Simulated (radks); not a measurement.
Polarisability of the calcium ion Ca3+, [Ne] 3s2 3p5, at imaginary frequency. All-electron calculation, scalar-relativistic Kohn-Sham, LDA (Slater exchange, VWN5 correlation), spin-polarised, spherical densities, finite nucleus; open shells are filled with parallel spins first; Fermi nuclear charge, rms radius 3.4776 fm. Program: a radial shooting solver on a logarithmic mesh with Libxc functionals. Response by self-consistent Sternheimer equations with the Hartree and adiabatic LDA kernel, the relativistic mass of each level held fixed and spin-orbit coupling left out.

w (hartree),alpha1(iw) (bohr^3)
0.00266,2.536
0.0143,2.536
0.0360,2.535
0.0697,2.530
0.118,2.517
0.186,2.489
0.280,2.431
0.413,2.320
0.605,2.117
0.892,1.782
1.35,1.310
2.12,0.7909
3.59,0.3751
6.94,0.1348
17.5,0.03178

Static values: alpha1 = 2.536 bohr^3 (0.3759 angstrom^3; uncoupled 4.083). C6 = 6.826, triple-dipole C9 = 12.71 atomic units. One-pole (London) frequency 4 C6 / (3 alpha1^2) = 1.415 hartree, against 2.170 for minus the highest occupied eigenvalue.
